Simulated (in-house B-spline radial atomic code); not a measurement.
## PBE excitations of P⁵⁺

Method: PBE. Computed with an all-electron radial atomic-structure program (B-spline basis): linear response of the closed shell [He] 2s2 2p6 with the functional's adiabatic kernel; scalar-relativistic (spin-free one-electron X2C), finite nucleus, no spin-orbit coupling, no double excitations, S, P, D and F terms only. Only terms of natural parity with L up to 3 were computed.

Command:
```bash
python run_td.py task.json out
```
Settings (radii: box in bohr, nucleus in fm):
```
Z                        15
electrons                10
configuration            [He] 2s2 2p6
hamiltonian              x2c
method                   pbe,pbe
box_radius               16.35
rms_radius               3.1889
intervals                72
```

Time taken, with all properties: 0.4 s on 1 thread of Arm Neoverse N1 (shared host).

The lowest states, in the order of their Tamm-Dancoff energies; the method's threshold (minus the highest occupied level) is 199.86 eV. Labels give the largest channel, * marks a mixed state, and oscillator strengths are full-response dipole values. Semilocal kernels can invert the small singlet-triplet splittings of Rydberg terms. Energies in eV:

| state | full response | Tamm-Dancoff | oscillator strength |
| --- | --- | --- | --- |
| 2p → 3s 3P | ? | ? | - |
| 2p → 3s 1P | 129.30 | 129.33 | 0.2 |
| 2p → 3p 3S | 138.50 | 138.53 | - |
| 2p → 3p 3D | 139.44 | 139.46 | - |
| 2p → 3p 1D | 140.33 | 140.33 | - |
| 2p → 3p 1S | 145.97 | 146.46 | - |
| 2p → 3d 3P | 154.35 | 154.36 | - |
| 2p → 3d 3F | 154.56 | 154.57 | - |
| 2p → 3d 1F | 155.08 | 155.08 | - |
| 2p → 3d 1P | 157.09 | 157.19 | 1.11 |
| 2p → 4s 3P | ? | ? | - |
| 2p → 4s 1P | 167.40 | 167.41 | 0.033 |
| 2p → 4p 3S | 170.67 | 170.68 | - |
| 2p → 4p 3D | 170.93 | 170.93 | - |
| 2p → 4p 1D | 171.18 | 171.18 | - |
| 2p → 4p 1S | 172.54 | 172.64 | - |
| 2p → 4d 3P | 175.99 | 175.99 | - |
| 2p → 4d 3F | 176.04 | 176.04 | - |
| 2p → 4d 1F | 176.24 | 176.24 | - |
| 2p → 4d 1P | 177.02 | 177.06 | 0.368 |
| 2s → 3s 3S | 177.48 | 177.48 | - |
| 2p → 4f 3D | 177.89 | 177.89 | - |

(1) Where does 2p → 4s 3P lie?

(2) Where does 2p → 3s 3P lie?

(3) How large is the singlet-triplet splitting of 2p → 3s (P terms) in Tamm-Dancoff?

(4) What polarisabilities and dispersion coefficient does the method give?

Answers

(1) At 167.10 eV in full response, 167.10 eV in Tamm-Dancoff.

(2) At 128.15 eV in full response, 128.16 eV in Tamm-Dancoff.

(3) 1.17 eV, from the unrounded values.

(4) Dipole 0.1104 bohr³, quadrupole 0.05767 bohr⁵, C6 0.0673 hartree·bohr⁶ for two such species.
